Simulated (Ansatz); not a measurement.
Species: sum formula AlO$_{2}$FH$_{2}$, net charge 0, singlet state. 
Geometry from a B3LYP-D3(BJ)/def2-TZVP (Ansatz, a program for electronic structure) optimisation:
```
Al
F 1 1.6426
O 1 1.6866 2 116.70
H 3 0.9568 1 125.62 2 -180.00
O 1 1.6866 2 116.70 3 -180.00
H 5 0.9568 1 125.62 2 180.00
```

Wanted: vertical triplet-singlet gap (E(triplet) - E(singlet); each state is the SCF solution reached for its spin; the UHF <S^2> is 2.10 for the triplet (pure: 2.00); for the triplet the Hartree-Fock reference is unstable and T1 is 0.031), in kJ/mol. Cores are frozen in the correlated levels unless marked. UHF or UKS for open shells. Spin-orbit coupling is left out. No relativistic terms.  The program attaches cautions to a run behind CCSD/aug-cc-pV(D+d)Z: other roots. The program attaches cautions to a run behind CCSD/aug-cc-pV(T+d)Z: other roots. The program attaches cautions to a run behind CCSD/aug-cc-pV(Q+d)Z: other roots. The program attaches cautions to a run behind CCSD(T)/aug-cc-pV(D+d)Z: other roots. The program attaches cautions to a run behind CCSD(T)/aug-cc-pV(T+d)Z: other roots. The program attaches cautions to a run behind CCSD(T)/aug-cc-pV(Q+d)Z: other roots.

```
level                    program  vertical triplet-singlet gap (kJ/mol)
-----------------------  -------  -------------------------------------
RI-HF/aug-cc-pV(T+d)Z     Ansatz                                  588.2
RI-HF/aug-cc-pV(Q+d)Z     Ansatz                                  587.8
SVWN5/def2-TZVPD          Ansatz                                  587.7
PBE/def2-TZVPD            Ansatz                                  574.6
r2SCAN/def2-TZVPD         Ansatz                                  607.9
B3LYP/def2-TZVPD          Ansatz                                  620.3
PBE0/def2-TZVPD           Ansatz                                  630.3
BHLYP/def2-TZVPD          Ansatz                                  658.3
CAM-B3LYP/def2-TZVPD      Ansatz                                  665.2
wB97M-V/def2-TZVPD        Ansatz                                  684.4
wB97X-V/def2-TZVPD        Ansatz                                  697.4
B2PLYP/def2-TZVPD         Ansatz                                  680.8
RI-MP2/aug-cc-pV(T+d)Z    Ansatz                                  723.4
RI-MP2/aug-cc-pV(Q+d)Z    Ansatz                                  728.8
CCSD/aug-cc-pV(D+d)Z      Ansatz                                  699.3
CCSD/aug-cc-pV(T+d)Z      Ansatz                                  708.4
CCSD/aug-cc-pV(Q+d)Z      Ansatz                                  714.1
CCSD(T)/aug-cc-pV(D+d)Z   Ansatz                                  679.5
CCSD(T)/aug-cc-pV(T+d)Z   Ansatz                                  688.0
CCSD(T)/aug-cc-pV(Q+d)Z   Ansatz                                  693.3
```
